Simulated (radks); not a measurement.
The numbers below are computed, except where a source is named.
Valence configurations of Pt+ (all share [Xe]). Level of theory: scalar-relativistic Kohn-Sham, PBE, spin-polarised, spherical densities, finite nucleus; open shells are filled with parallel spins first (spin-orbit coupling, left out, can overturn this in heavy ions); Fermi nuclear charge, rms radius 5.427 fm (a radial shooting solver on a logarithmic mesh with Libxc functionals). Energies are relative to 4f14 5d9; eigenvalues in eV for spin up.

4f14 5d9: E (eV) 0.000; moment (Bohr magnetons) 1; e(4f) -78.308; e(5d) -14.598
4f13.5 5d9 6s0.5: E (eV) 34.091; moment (Bohr magnetons) 2; e(4f) -85.644; e(5d) -16.349; e(6s) -13.832
4f14 5d8 6p1: E (eV) 7.881; moment (Bohr magnetons) 3; e(4f) -83.195; e(5d) -18.698; e(6p) -8.601
4f14 5d7 6s1 6p1: E (eV) 9.480; moment (Bohr magnetons) 5; e(4f) -86.569; e(5d) -21.333; e(6p) -9.418; e(6s) -17.058
4f13 5d10: E (eV) 68.803; moment (Bohr magnetons) 1; e(4f) -89.815; e(5d) -15.411
4f12.5 5d9 6s0.5 6p1: E (eV) 118.82; moment (Bohr magnetons) 4; e(4f) -102.82; e(5d) -21.740; e(6p) -9.053; e(6s) -16.502
4f13.5 5d9.5: E (eV) 33.266; moment (Bohr magnetons) 1; e(4f) -84.013; e(5d) -15.007
4f13 5d9 6p1: E (eV) 78.218; moment (Bohr magnetons) 3; e(4f) -94.979; e(5d) -19.773; e(6p) -8.600
4f12 5d9 6s2: E (eV) 156.12; moment (Bohr magnetons) 3; e(4f) -109.25; e(5d) -22.070; e(6s) -15.631
4f11.5 5d9 6s0.5 6p2: E (eV) 218.10; moment (Bohr magnetons) 6; e(4f) -120.84; e(5d) -27.409; e(6p) -10.744; e(6s) -19.068

NIST lists [Xe] 4f14 5d9 as the ground configuration; this level of theory agrees among the configurations tried. The energies are those of spherical high-spin densities, not of single terms.
